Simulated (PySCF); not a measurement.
Sn: excitation energy

Sn [Kr] 4d10 5s2 5p2 (3P) → Sn [Kr] 4d10 5s1 5p2 5d1 (high-spin determinant), as a difference of total energies. Computed with PySCF 2.14 in x2c-TZVPPall with one added diffuse shell each of s, p, d, f type (9s7p5d3f, 76 functions), with scalar relativity by spin-free X2C-1e. Correlated levels: valence and next inner shell: [Ar] 3d10 frozen. The calculations carry no spin-orbit coupling.

```json
{"method": "UHF", "excitation energy (eV)": "9.534"}
{"method": "MP2 (valence and next inner shell)", "excitation energy (eV)": "11.212"}
{"method": "SCS-MP2 (valence and next inner shell)", "excitation energy (eV)": "11.351"}
{"method": "CCSD (valence and next inner shell)", "excitation energy (eV)": "11.030"}
{"method": "CCSD(T) (valence and next inner shell)", "excitation energy (eV)": "11.088"}
```

How much does correlation contribute at CCSD(T) (valence and next inner shell)?

11.088 − (9.534) = 1.554 eV, measured against UHF.

The upper state lies above the first ionisation limit, but in LS coupling its spin forbids autoionisation to the ground ion; at this Z spin-orbit coupling breaks that rule.

The promoted electron is Rydberg-like, and one or two diffuse shells describe it only roughly, which tends to raise the upper state.

The determinant of the upper state mixes LS terms, which raises its energy above the lowest term, most at the Hartree-Fock and MP2 levels.
